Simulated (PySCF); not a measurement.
# How methods differ on the excitation energy of Te

Te [Kr] 4d10 5s2 5p4 (3P) → Te [Kr] 4d10 5s1 5p4 6s1 (5P), as a difference of total energies. Calculation: PySCF 2.14, in aug-cc-pVQZ-DK3; the spin-free X2C one-electron Hamiltonian (Gaussian nucleus). Correlated levels: valence: [Kr] 4d10 frozen. The calculations carry no spin-orbit coupling.

```json
{"method": "UHF", "excitation energy (cm⁻¹)": "111730"}
{"method": "LDA", "excitation energy (cm⁻¹)": "121370"}
{"method": "PBE", "excitation energy (cm⁻¹)": "118900"}
{"method": "PBE0", "excitation energy (cm⁻¹)": "119170"}
{"method": "r2SCAN", "excitation energy (cm⁻¹)": "118620"}
{"method": "MP2 (valence)", "excitation energy (cm⁻¹)": "113830"}
{"method": "SCS-MP2 (valence)", "excitation energy (cm⁻¹)": "115130"}
```

A first-order spin-orbit estimate (lowest level to lowest level, LS coupling) adds -0.049 eV.

The upper state lies above the first ionisation limit, where it may autoionise and the basis confines it. A Rydberg-like electron needs more diffuse functions than a valence basis has.

The promoted electron is Rydberg-like, and one or two diffuse shells describe it only roughly, which tends to raise the upper state.
